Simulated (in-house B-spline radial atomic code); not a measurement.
Relativistic effects in As⁴⁺, [Ar] 3d10 4s1: non-relativistic Hartree-Fock (point nucleus) against Dirac-Hartree-Fock (Fermi nucleus of rms radius 4.0968 fm), both averages of the configuration, computed with an all-electron radial atomic-structure program (B-spline basis).

```
orbital  ε NR (Eh)  ε Dirac (Eh)  <r> NR (bohr)  <r> Dirac (bohr)  change of <r> (%)
  1s1/2    -434.47        -441.1        0.04636           0.04548               -1.9
  2s1/2    -58.166       -59.666          0.206            0.2018               -2.0
  2p1/2    -52.014       -53.282         0.1787            0.1746               -2.3
  2p3/2    -52.014       -51.923         0.1787            0.1783               -0.3
  3s1/2    -9.8639             ?          0.606                 ?                  ?
  3p1/2    -7.7161       -7.9128         0.6194            0.6084               -1.8
  3p3/2    -7.7161             ?         0.6194                 ?                  ?
  3d3/2    -3.9506       -3.9332         0.6586            0.6584                0.0
  3d5/2    -3.9506       -3.9037         0.6586            0.6627               +0.6
  4s1/2    -2.2385       -2.2712          1.736             1.711               -1.4
```

(1) What happens to 3s1/2?

(2) What happens to 3p3/2?

(3) What explains the pattern of contraction and expansion?

(4) By how much does the total energy change?

## Answers

(1) Its energy goes to -10.123 hartree and <r> to 0.5957 bohr (-1.70 %).

(2) Its energy goes to -7.7166 hartree and <r> to 0.618 bohr (-0.21 %).

(3) Expansion is seen in 3d5/2. The s and p1/2 orbitals contract directly, screen the nucleus better, and so push out orbitals that have little density near the nucleus; spin-orbit coupling adds to this for j = l + 1/2 and opposes it for j = l - 1/2.

(4) By -25.244 hartree, from -2230.490 to -2255.734.
